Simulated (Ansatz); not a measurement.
Cartesian coordinates in Å:
```
B 0.015 0.850 0.842
C -0.689 -0.398 0.175
C 0.542 -0.277 -0.732
O 1.073 0.874 -0.018
H -0.146 1.615 1.745
H -1.648 -0.231 -0.315
H -0.747 -1.314 0.764
H 0.346 -0.014 -1.773
H 1.253 -1.105 -0.688
```

Total charge 0; spin multiplicity 1.

(1) List the CAM-B3LYP/def2-TZVPP orbital energies in eV (Ansatz 0.2.0). (Estimate.)

Answers

(1) Ansatz gave: Occupied: -522.87, -280.43, -278.37, -186.07, -30.77, -22.40, -19.37, -15.41, -15.34, -14.83, -13.01, -12.18, -10.81, -10.61, -9.80. Lowest empty: 0.97, 1.89, 2.37, 2.86, 2.89, 3.71, 4.67, 4.93.
